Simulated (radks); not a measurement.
Problem. The bismuth ion Bi45+, configuration [Kr] 4d2. Calculated with a radial shooting solver on a logarithmic mesh with Libxc functionals: non-relativistic Kohn-Sham, TPSS, spin-polarised, spherical densities, point nucleus; open shells are filled with parallel spins first (spin-orbit coupling, left out, can overturn this in heavy ions); meta-GGA in the generalised Kohn-Sham scheme; relativity is left out, which matters for an element this heavy. Some entries of the table are withheld. Estimate them.

orbital  occ.  eigenvalue (hartree)  r(max) (bohr)  <r> (bohr)
1s down     1             -3059.599        0.01210     0.01823
1s up       1             -3059.599        0.01210     0.01823
2s up       1             -583.7541        0.06564     0.07656
2s down     1             -583.6475        0.06563     0.07655
2p up       3             -565.3248        0.05090     0.06467
2p down     3             -565.2455        0.05089     0.06466
3s up       1             -197.9623         0.1774      0.1896
3s down     1             -197.9229         0.1774      0.1895
3p up       3             -189.4370         0.1665      0.1801
3p down     3             -189.3899         0.1665      0.1800
3d up       5             -173.8559         0.1304      0.1566
3d down     5             -173.7679         0.1305      0.1566
4s up       1             -93.88469         0.3691      0.3735
4s down     1             -93.61723         0.3692      0.3739
4p up       3             -90.04769         0.3641         (1)
4p down     3             -89.77679         0.3641         (2)
4d up       2             -83.27411         0.3466      0.3565
4d down     0             -82.99772         0.3466      0.3568

Solution. 
(1) 4p up <r> (bohr): 0.3694
(2) 4p down <r> (bohr): 0.3698
